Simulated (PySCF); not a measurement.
Several structures and their simulated spectra, in scrambled order.

A. `InChI=1S/C4H11NSi/c1-5(2)6-3-4-6/h6H,3-4H2,1-2H3`
B. `FC(F)[SiH2]n1cccc1`
C. SMILES C=CP1CC(C)C1

Spectrum 1. 13C{1H} NMR (computed): δ 152.3 (CH), 138.4 (CH2), 35.4 (CH), 31.4 (CH2), 28.4 (CH3).

Spectrum 2. 13C{1H} NMR (computed): δ 44.4 (CH3), 0.3 (CH2).

Spectrum 3. 13C{1H} NMR (computed): δ 127.0 (CH), 126.5 (CH), 119.0 (CH).

One averaged value for each set of equivalent atoms, gas phase, non-relativistic, single conformer. GFN2-xTB structure; GIAO PBE0/pcSseg-1 shieldings; PySCF 2.14.

Scale: TMS for 13C (σ = 186.93 ppm) (reference shieldings calculated alike). Splittings of carbon signals by F and P are missing where no couplings were computed. Shifts are as computed. Against solution values, carbons near 30 ppm lie about +3 ppm off and those near 130 ppm about +5 ppm. Of 1211 compounds with measured shifts, 218 miss one by over three times the rms of a fit or turn the order of signals round; such compounds aren't used in these exercises.

**Question.** Which spectrum belongs to which compound?

**Answer.** 1–C, 2–A, 3–B.

- Spectrum 1 (C): 5 13C signals; δC 152.3 is an alkene CH; δC 138.4 is a terminal =CH2 carbon.
- Spectrum 2 (A): 2 13C signals; δC 44.4 is a methyl carbon bonded to N; δC 0.3 is a three-membered-ring carbon.
- Spectrum 3 (B): 3 13C signals; δC 126.5 is an sp3 CH bonded to 2 F and Si; δC 127.0 is an aromatic CH next to a ring nitrogen.
